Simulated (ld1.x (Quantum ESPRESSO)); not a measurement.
The numbers below are computed, except where a source is named.
# Potentials for Be compared

Generated with ld1.x 7.5 (TM, RRKJ, ultrasoft, PAW), atompaw 4.2 or ONCVPSP 4.0.1. The cutoff is in Ry: for ld1.x and atompaw files where the sum of valence levels is converged to 10 mRy in a Bessel basis, for ONCV files where the hardest occupied wave has 1 mHa per electron of residual kinetic energy. The error is the largest all-electron minus pseudo excitation energy over each file’s own four to seven test configurations (ionisations up to +4, promotions, holes and added fractions of an electron), all of which were solved. The labels leave out finer settings (local radius, basis sizes, second energies), which also bear on the numbers. Spin-polarised tests are not counted. The rows are a selection from randomly drawn settings: files with unsolved tests, undetermined cutoffs or missed reference levels are left out.

| potential | cutoff (Ry) | largest error (meV) | bound ghosts |
| --- | --- | --- | --- |
| PAW, PBE, non-relativistic, rc 0.75/2.75 (sp), local smoothed, core correction no, reference 1s2 2s2 2p0 | 140 | -20 | none |
| PAW, LDA (PZ), scalar-relativistic, rc 1.95/2.80 (sp), local smoothed, core correction yes, reference 2s2 2p0 | 6 | -4.4 | none |

Fill in the row for Be: ultrasoft, PBE, non-relativistic, rc 2.20/4.30/4.50 (spd), local smoothed, core correction yes, reference 2s1.75 2p0.25.

cutoff 6 Ry, largest error +11 meV, bound ghosts: none.

Fill in the row for Be: ultrasoft, LDA (PZ), non-relativistic, rc 2.00/3.00 (sp), local smoothed, core correction no, reference 2s1 2p1.

cutoff 6 Ry, largest error +24 meV, bound ghosts: none.

Fill in the row for Be: TM, PBE, non-relativistic, rc 1.30/4.20/4.50 (spd), local d, core correction yes, reference 2s2 2p0.

cutoff 25 Ry, largest error -207 meV, bound ghosts: none.
